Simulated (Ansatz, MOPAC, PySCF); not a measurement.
Noncovalent pair: H2S (SMILES S) (first 3 atoms) with CH3Cl (SMILES CCl); geometry from B3LYP-D3(BJ)/def2-TZVP, rigid monomers moved along the line of their centres of mass till H3···Cl5 is 4.88 Å.
(charge 0, multiplicity 1):
```xyz
8

S     -1.99327    -0.38724    -0.43805
H     -1.26360     0.64389    -0.89302
H     -0.90949    -1.01259     0.05505
C      0.96197    -0.43855     4.76315
Cl     2.12334    -1.47045     3.85654
H      0.56735    -1.02197     5.58918
H      1.49922     0.43099     5.12878
H      0.16970    -0.14802     4.07940
```

Interaction energies are E(AB) − E(A) − E(B) at the monomers' geometry in the complex; basis-set methods are counterpoise corrected. Rows marked so take none.

Correlated levels freeze the cores. Rows in 6-31G* carry no dispersion term and start afresh at each structure (6-31G* with six Cartesian d functions). MP2/6-31G* freezes PySCF's default core. The state that AM1, PM6, PM7 reach isn't checked; PM7 holds dispersion and hydrogen-bond terms.

Codes used: Ansatz (Gaussian orbitals); MOPAC for AM1, PM6, PM7 (differences of heats of formation); PySCF for 6-31G* rows, the dispersion terms. Values without a source in brackets are computed.

```tsv
level	interaction energy (meV)
AM1	-9.1
PM6	-11.4
PM7	-17.4
PBE/def2-TZVPPD	-13.2
PBE-D4/def2-TZVPPD	-18.2
B3LYP/6-31G*	-10.9
B3LYP/def2-TZVPPD	-9.2
MP2/6-31G* (no counterpoise)	[?]
MP2/aug-cc-pV(D+d)Z	-17.6
```

**Question.** Complete the blanks.

**Answer.** 
- MP2/6-31G* (no counterpoise), interaction energy (meV): -15.3

Ansatz is an electronic-structure program.
